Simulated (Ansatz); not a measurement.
A nudged elastic band was laid between two geometries of BrH + F6Mo (9 atoms, charge 0, multiplicity 1).

Method: RKS PBE/def2-SVP (Ansatz).

```json
{
 "movable images": "5",
 "climbing image": "yes",
 "spring": "5.0 eV/Å²",
 "optimiser": "quadratic models (default)",
 "start path": "through a guess of the saddle point",
 "force threshold": "0.05 eV/Å",
 "iteration limit": "60",
 "end points": "relaxed"
}
```

First end point:

```xyz
9
Properties=species:S:1:pos:R:3
Mo -0.184 -0.184 -0.240
F 0.068 0.084 1.578
F 1.640 -0.192 -0.484
F -0.218 1.638 -0.496
F -2.008 -0.180 0.023
F -0.154 -2.006 0.035
F -0.437 -0.452 -2.043
Br 2.472 2.536 2.274
H 1.496 1.543 2.627
```

Last end point:

```xyz
9
Properties=species:S:1:pos:R:3
Mo 0.478 0.143 -0.423
F -0.089 0.902 3.302
F 1.750 -0.115 -1.733
F 0.098 1.824 -1.089
F -0.906 0.356 0.834
F 0.760 -1.567 0.215
F -0.801 -0.548 -1.577
Br 2.080 1.061 1.142
H -0.694 0.733 2.602
```

Q: Which bonds break or form, and what moves?

A: Bonds broken: Mo1–F2, Br8–H9. Bonds formed: Mo1–Br8, F2–H9. BrH + F6Mo becomes BrF5Mo + FH.

Q: Give the energies along the band, and the barrier.

A: The run converged. The highest image is number 4 of 0 to 6, 0.88 eV above the first end and 0.44 eV above the last; the last end lies 0.44 eV above the first. A vibrational analysis at the climbing image gives one clearly imaginary mode, 89i cm⁻¹: a first-order saddle point. The orbitals stay closed-shell, which can raise the energy where a bond breaks towards radicals; this wasn't checked here.

```json
{"image": "0", "path coordinate (Å)": "0.00", "energy (eV)": "0.00", "Mo1–F2 (Å)": "1.85", "Br8–H9 (Å)": "1.44", "Mo1–Br8 (Å)": "4.56"}
{"image": "1", "path coordinate (Å)": "1.33", "energy (eV)": "0.14", "Mo1–F2 (Å)": "1.86", "Br8–H9 (Å)": "1.44", "Mo1–Br8 (Å)": "4.05"}
{"image": "2", "path coordinate (Å)": "2.67", "energy (eV)": "0.65", "Mo1–F2 (Å)": "1.90", "Br8–H9 (Å)": "1.45", "Mo1–Br8 (Å)": "3.26"}
{"image": "3", "path coordinate (Å)": "4.00", "energy (eV)": "0.77", "Mo1–F2 (Å)": "2.38", "Br8–H9 (Å)": "2.11", "Mo1–Br8 (Å)": "2.60"}
{"image": "4", "path coordinate (Å)": "5.33", "energy (eV)": "0.88", "Mo1–F2 (Å)": "3.10", "Br8–H9 (Å)": "2.39", "Mo1–Br8 (Å)": "2.53"}
{"image": "5", "path coordinate (Å)": "6.78", "energy (eV)": "0.59", "Mo1–F2 (Å)": "3.96", "Br8–H9 (Å)": "2.51", "Mo1–Br8 (Å)": "2.47"}
{"image": "6", "path coordinate (Å)": "8.23", "energy (eV)": "0.44", "Mo1–F2 (Å)": "3.84", "Br8–H9 (Å)": "3.15", "Mo1–Br8 (Å)": "2.42"}
```

Q: What is the geometry of the highest image?

A: 
```xyz
9
Properties=species:S:1:pos:R:3
Mo 0.328 0.110 -0.306
F -0.568 0.721 2.594
F 1.776 -0.162 -1.429
F -0.204 1.875 -0.306
F -1.348 -0.335 0.302
F 0.752 -1.516 0.451
F -0.492 -0.021 -1.964
Br 2.132 1.052 1.201
H 0.299 1.064 2.731
```

Q: What are the harmonic wavenumbers there?

A: 89i, 28, 62, 133, 160, 164, 207, 226, 234, 256, 286, 294, 335, 383, 396, 595, 649, 694, 717, 726, 3782 cm⁻¹.

Time of the run: 5.3 min on 4 threads of Arm Neoverse V2, with other jobs on the host, peak memory 0.27 GiB.
